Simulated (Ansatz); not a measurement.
`[NH2][GaH][O][SiH3]` + `NB(O)O` → `NB(O)O[SiH3]` + `[NH2][GaH][OH]`  (ligand exchange at the Si–O bond)

Computed with Ansatz on PBE0-D4/def2-TZVP structures; ΔE is electronic, products minus reactants. CCSD(T)/CBS adds triple-zeta CCSD(T) − MP2 to the extrapolated MP2 energy (def2 sets, frozen cores). This one scheme is used for every species. Functionals use def2-TZVPP. B3LYP here is the variant with VWN-RPA as its local correlation; programs differ in this. For Ga outer-core shells are correlated without core-valence functions, which leaves a few kJ/mol of doubt a bond. Scalar relativity is left out up to krypton. Each species was taken in one conformer, which may not be the lowest.

Question: Is it downhill or uphill in electronic energy at CCSD(T)/CBS, and by how much? (An estimate is asked.)

Answer: The calculation gave: Uphill: ΔE = +14.2 kJ/mol.

Question: What do these levels give: PBE-D4, r2SCAN-D4, B3LYP-D4, BLYP, B3LYP, BHLYP, CAM-B3LYP, CCSD/def2-SVP, CCSD(T)/def2-SVP, HF/def2-QZVPP, MP2/CBS(def2), CCSD/CBS(def2)? (Best estimate.)

Answer: Ansatz gave: PBE-D4 13.9, r2SCAN-D4 15.1, B3LYP-D4 15.2, BLYP 13.7, B3LYP 15.4, BHLYP 17.1, CAM-B3LYP 15.7, CCSD/def2-SVP 22.3, CCSD(T)/def2-SVP 21.9, HF/def2-QZVPP 19.6, MP2/CBS(def2) 14.3, CCSD/CBS(def2) 14.9 kJ/mol.

Largest T1 diagnostic among the species: 0.014.

In def2-TZVPP, CCSD(T) changes the Hartree–Fock value by −3.5 kJ/mol (the triples alone add −0.6 kJ/mol) and MP2 by −3.4 kJ/mol. At CCSD(T), def2-SVP lies +7.6 kJ/mol from the extrapolated value and def2-TZVPP +1.9 kJ/mol.
